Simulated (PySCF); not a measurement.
Species: C5H5F3.
Cartesian coordinates in Å at the GFN2-xTB level; atoms count from 1:
```
atom  x, y, z in Å
C1     2.3218   -0.6318    0.2547
C2     1.0758   -0.3256    0.1190
C3    -0.1814   -0.0158   -0.0172
C4    -1.3273   -0.9860    0.0080
C5    -0.5825    1.4211   -0.2129
F6     0.4578    2.2629   -0.2750
F7    -1.3730    1.8655    0.7838
F8    -1.2868    1.6004   -1.3468
H9     2.7945   -0.6580    1.2228
H10    2.9417   -0.8703   -0.5939
H11   -0.9572   -1.9954    0.1581
H12   -2.0131   -0.7284    0.8146
H13   -1.8747   -0.9382   -0.9328
```

The geometry is computed with GFN2-xTB (gas phase).

Take the most abundant isotopes and a rigid rotor. 

Task: What are A, B and C (GHz)?

Result: Ia = 173.01, Ib = 303.83, Ic = 382.58 u·Å²; 505379 MHz·u·Å²/I gives 2921, 1663 and 1321 MHz, that is A = 2.9211, B = 1.6634, C = 1.3210 GHz.

Task: Classify the top.

Result: An asymmetric top. Ray's parameter κ = (2B − A − C)/(A − C) = -0.572; −1 is the prolate and +1 the oblate limit.

Task: What does the inertial defect say?

Result: Not planar: Δ = Ic − Ia − Ib = -94.26 u·Å². For a rigid frame Δ = −2 Σ m c², so Σ m c² = 47.13 u·Å² lies off the ab plane: 3.27 from hydrogen and 43.86 from heavier atoms. The atom farthest from that plane is 1.10 Å away.

Task: Where do the levels up to J = 4 lie, in cm⁻¹?

Result: Above 0(0,0):
J = 1: 1(0,1) 0.0995, 1(1,1) 0.1415, 1(1,0) 0.1529
J = 2: 2(0,2) 0.2966, 2(1,2) 0.3292, 2(1,1) 0.3634, 2(2,1) 0.4893, 2(2,0) 0.4913
J = 3: 3(0,3) 0.5875, 3(1,3) 0.6095, 3(1,2) 0.6778, 3(2,2) 0.7879, 3(2,1) 0.7977, 3(3,1) 1.0274, 3(3,0) 1.0277
J = 4: 4(0,4) 0.9684, 4(1,4) 0.9814, 4(1,3) 1.0940, 4(2,3) 1.1845, 4(2,2) 1.2116, 4(3,2) 1.4291, 4(3,1) 1.4307, 4(4,1) 1.7597, 4(4,0) 1.7597
The levels of one J sum to (2J + 1)J(J + 1)(A + B + C)/3.

No GFN2-xTB frequencies stand behind this structure, so it isn't proved a minimum. No vibrational averaging or centrifugal distortion is included, and the geometry carries the error of its method.
